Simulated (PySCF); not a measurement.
Isomers of C4H7PSe. Level of theory: PBE0-D3(BJ)/def2-SVP geometry optimisation, gas phase (PySCF). One conformer each; no zero-point energy, no entropy. No frequencies were run at this level. Point groups hold within 0.08 Å.

Problem. Order them by energy at this level, lowest first, and give relative energies in kcal/mol.
A. `[CH:1]#[C:2][CH2:3][P@H:4]([CH3:5])=[Se:6]` with C2–C3–P4–C5 -56°
B. `[CH3:1][CH2:2][C:3]1=[CH:4][P@H:5]1=[Se:6]` with C1–C2–C3–C4 -118°

Solution. A (0.0), B (2.1).

As drawn, the lower has a C≡C bond, which the higher lacks; the higher has a three-membered ring and a C=C bond outside aromatic rings, which the lower lacks. Neighbours under 2.5 kcal/mol apart (C#CC[P@H](C)=[Se] and CCC1=C[P@H]1=[Se]) can change places with a better method, another conformer or zero-point energy.

```
           SMILES       E (Eh)  E rel (kcal/mol)  dipole (D)  point group       A, B, C (MHz)
C#CC[P@H](C)=[Se]  -2898.39037               0.0        4.16           C1  5101, 827.3, 741.5
CCC1=C[P@H]1=[Se]  -2898.38702               2.1        4.75           C1  3479, 986.3, 816.1
```

Problem. As an exercise, what shares would exp(−E/RT) give at 2000 K from these electronic energies alone (no entropy, no degeneracies)?

Solution. RT = 3.974 kcal/mol: C#CC[P@H](C)=[Se] 62.9 %, CCC1=C[P@H]1=[Se] 37.1 %.
